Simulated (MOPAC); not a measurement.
Input for MOPAC: PM3 on CH6GeO (SMILES C[O][GeH3]), a point of a bond scan (R = 2.681 Å).

```
PM3 1SCF PRECISE CHARGE=0 THREADS=1
CH6GeO

Ge     0.70620540 1    -0.11748486 1     0.11798120 1
O     -0.90591936 1    -0.12633232 1    -0.65985098 1
C     -1.98001064 1     0.51275973 1     0.00577285 1
H      2.29014248 1    -1.45216739 1    -1.58352660 1
H      1.16139681 1     1.34424293 1     0.31136889 1
H      0.60492437 1    -0.81782501 1     1.48929881 1
H     -1.79297789 1     1.58363694 1     0.15372861 1
H     -2.87068016 1     0.40371520 1    -0.61514246 1
H     -2.18512951 1     0.06000634 1     0.98382744 1
```

Output:

```
*******************************************************************************
 **                                                                           **
 **                              MOPAC v23.2.5                                **
 **                                                                           **
 *******************************************************************************
 ** MOPAC's Digital Object Identifier: https://doi.org/10.5281/zenodo.6511958 **
 **                                                                           **
 ** Please cite the open-source release paper for use of this MOPAC version:  **
 ** J. E. Moussa and J. J. P. Stewart (2026)                                  **
 ** MOPAC: An open-source semiempirical molecular orbital program             **
 ** J. Open Source Softw., 11(119), 8025, https://doi.org/10.21105/joss.08025 **
 *******************************************************************************

                              PM3 CALCULATION RESULTS

 *******************************************************************************
 *  PM3        - The PM3 Hamiltonian to be used
 *
 *
 *
 *                 CHARGE ON SYSTEM = 0
 *
 *
 *
 *  PRECISE    - TIGHTER CRITERIA TO BE USED
 *  1SCF       - DO 1 SCF AND THEN STOP
 *  THREADS=1  - MULTI-THREADING NOT USED
 *  T=         - A TIME OF 172800.0 SECONDS REQUESTED
 *  DUMP=N     - RESTART FILE WRITTEN EVERY 7200.0 SECONDS REQUESTED
 *******************************************************************************
PM3 1SCF PRECISE CHARGE=0 THREADS=1
 CH6GeO

   ATOM   CHEMICAL          X               Y               Z
  NUMBER   SYMBOL      (ANGSTROMS)     (ANGSTROMS)     (ANGSTROMS)

     1      Ge          0.70620540  *  -0.11748486  *   0.11798120  *
     2       O         -0.90591936  *  -0.12633232  *  -0.65985098  *
     3       C         -1.98001064  *   0.51275973  *   0.00577285  *
     4       H          2.29014248  *  -1.45216739  *  -1.58352660  *
     5       H          1.16139681  *   1.34424293  *   0.31136889  *
     6       H          0.60492437  *  -0.81782501  *   1.48929881  *
     7       H         -1.79297789  *   1.58363694  *   0.15372861  *
     8       H         -2.87068016  *   0.40371520  *  -0.61514246  *
     9       H         -2.18512951  *   0.06000634  *   0.98382744  *



          CARTESIAN COORDINATES

    NO.       ATOM           X           Y           Z

     1        Ge          0.7062     -0.1175      0.1180
     2         O         -0.9059     -0.1263     -0.6599
     3         C         -1.9800      0.5128      0.0058
     4         H          2.2901     -1.4522     -1.5835
     5         H          1.1614      1.3442      0.3114
     6         H          0.6049     -0.8178      1.4893
     7         H         -1.7930      1.5836      0.1537
     8         H         -2.8707      0.4037     -0.6151
     9         H         -2.1851      0.0600      0.9838

  H: (PM3): J. J. P. STEWART, J. COMP. CHEM. 10, 209 (1989).
  C: (PM3): J. J. P. STEWART, J. COMP. CHEM. 10, 209 (1989).
  O: (PM3): J. J. P. STEWART, J. COMP. CHEM. 10, 209 (1989).
 Ge: (PM3): J. J. P. STEWART, J. COMP. CHEM. 12, 320-341 (1991).

           Empirical Formula: C H6 O Ge  =     9 atoms



      MOLECULAR POINT GROUP   :   Cs


      RHF CALCULATION, NO. OF DOUBLY OCCUPIED LEVELS = 10


 -------------------------------------------------------------------------------
 PM3 1SCF PRECISE CHARGE=0 THREADS=1
 CH6GeO



     1SCF WAS SPECIFIED, SO BFGS WAS NOT USED
     SCF FIELD WAS ACHIEVED


                              PM3 CALCULATION
                                                       MOPAC v23.2.5 Linux




          FINAL HEAT OF FORMATION =         54.52678 KCAL/MOL =     228.14005 KJ/MOL


          COSMO AREA              =        116.09 SQUARE ANGSTROMS
          COSMO VOLUME            =        101.56 CUBIC ANGSTROMS

          IONIZATION POTENTIAL    =          9.636020 EV
          HOMO LUMO ENERGIES (EV) =         -9.636 -2.041
          NO. OF FILLED LEVELS    =         10
          MOLECULAR WEIGHT        =        106.6478         POINT GROUP:  Cs

          MOLECULAR DIMENSIONS (Angstroms)

            Atom       Atom       Distance
            H     8    H     4     5.56922
            H     4    H     6     2.71308
            H     5    H     9     2.34267


          SCF CALCULATIONS        =          1





   ATOM   CHEMICAL          X               Y               Z
  NUMBER   SYMBOL      (ANGSTROMS)     (ANGSTROMS)     (ANGSTROMS)

     1      Ge          0.70620540  *  -0.11748486  *   0.11798120  *
     2       O         -0.90591936  *  -0.12633232  *  -0.65985098  *
     3       C         -1.98001064  *   0.51275973  *   0.00577285  *
     4       H          2.29014248  *  -1.45216739  *  -1.58352660  *
     5       H          1.16139681  *   1.34424293  *   0.31136889  *
     6       H          0.60492437  *  -0.81782501  *   1.48929881  *
     7       H         -1.79297789  *   1.58363694  *   0.15372861  *
     8       H         -2.87068016  *   0.40371520  *  -0.61514246  *
     9       H         -2.18512951  *   0.06000634  *   0.98382744  *

                             CARTESIAN COORDINATES

   1   Ge        0.706205400    -0.117484860     0.117981200
   2    O       -0.905919360    -0.126332320    -0.659850980
   3    C       -1.980010640     0.512759730     0.005772850
   4    H        2.290142480    -1.452167390    -1.583526600
   5    H        1.161396810     1.344242930     0.311368890
   6    H        0.604924370    -0.817825010     1.489298810
   7    H       -1.792977890     1.583636940     0.153728610
   8    H       -2.870680160     0.403715200    -0.615142460
   9    H       -2.185129510     0.060006340     0.983827440


           Empirical Formula: C H6 O Ge  =     9 atoms



      MOLECULAR POINT GROUP   :   Cs


                  EIGENVALUES
 -36.22672 -26.04703 -16.61249 -15.48948 -15.40979 -13.70440 -12.23369 -11.14601
 -10.27781  -9.63602  -2.04124   0.39785   0.69363   2.62552   4.06098   4.62983
   4.71275   5.53106


              NET ATOMIC CHARGES AND DIPOLE CONTRIBUTIONS

  ATOM NO.   TYPE          CHARGE      No. of ELECS.   s-Pop       p-Pop
    1         Ge           0.438702        3.5613     0.76130     2.80000
    2          O          -0.443730        6.4437     1.82409     4.61964
    3          C           0.111789        3.8882     1.12197     2.76624
    4          H           0.041871        0.9581     0.95813
    5          H          -0.092422        1.0924     1.09242
    6          H          -0.092422        1.0924     1.09242
    7          H           0.002757        0.9972     0.99724
    8          H           0.030698        0.9693     0.96930
    9          H           0.002757        0.9972     0.99724
 DIPOLE           X         Y         Z       TOTAL
 POINT-CHG.     1.556    -0.147     0.465     1.631
 HYBRID        -0.508     0.303     0.317     0.671
 SUM            1.049     0.156     0.782     1.317


          ATOMIC ORBITAL ELECTRON POPULATIONS

     Atom    s        px        py        pz
    1 Ge   0.76130   0.83264   1.01703   0.95033
    2  O   1.82409   1.27222   1.77801   1.56941
    3  C   1.12197   0.88599   0.93633   0.94392
    4  H   0.95813
    5  H   1.09242
    6  H   1.09242
    7  H   0.99724
    8  H   0.96930
    9  H   0.99724

 **********************
 *                    *
 * JOB ENDED NORMALLY *
 *                    *
 **********************




 == MOPAC DONE ==
```

The run finished.

Cost: roughly 0.020 core-seconds.
